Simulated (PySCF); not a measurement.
**Solvent effects on NMR parameters**

Structure with atom numbers: `[CH3:1][O:2][C:3]([F:4])([F:5])[C:6]([F:7])([F:8])[C:9]([F:10])([F:11])[F:12]`. Hydrogens are named by the atom that carries them.

GIAO PBE0/pcSseg-1 in PySCF 2.14 on one PBE0-D3(BJ)/def2-SVP conformer, non-relativistic, equivalent nuclei averaged. Solvents enter as an IEF-PCM continuum (chloroform with ε = 4.7, tetrahydrofuran with ε = 7.4) around the gas-phase geometry. Shifts are referred to TMS, CFCl3 computed in the same medium.

Gas phase, δ in ppm: C9 123.6, C3 121.2, C6 110.9, C1 49.7, F10/F11/F12 -93.7, F4/F5 -109.9, F7/F8 -146.4, H(C1) 3.72. Dipole moment 2.85 D.

Q: How does each δ change in the continuum?

A: 
| atoms | environment | Δδ, chloroform | Δδ, tetrahydrofuran |
| --- | --- | --- | --- |
| C9 | CF3 carbon | +0.8 | +0.9 |
| C3 | fully substituted sp3 carbon bonded to 2 F and O | +0.9 | +1.0 |
| C6 | fully substituted sp3 carbon bonded to 2 F | +0.8 | +0.9 |
| C1 | methyl carbon bonded to O | +1.3 | +1.5 |
| F10/F11/F12 | fluorine of a CF3 group | +1.9 | +2.2 |
| F4/F5 | fluorine of a CF2 group | +1.7 | +2.0 |
| F7/F8 | fluorine of a CF2 group | +1.4 | +1.6 |
| H(C1) | hydrogen on a methyl carbon bonded to O | +0.14 | +0.16 |

Changes are relative to the gas phase. The dipole moment becomes 3.17 D in chloroform, 3.21 D in tetrahydrofuran.

Q: Which of the listed nuclei move most (in ppm), and what does the model miss? (N and O are left out, as their reference compounds move with the solvent too.)

A: F10/F11/F12 (fluorine of a CF3 group, +2.2 ppm) in tetrahydrofuran. A continuum only polarises the solute; specific hydrogen bonds, the anisotropy of aromatic solvents and changes of geometry or conformer are outside it.
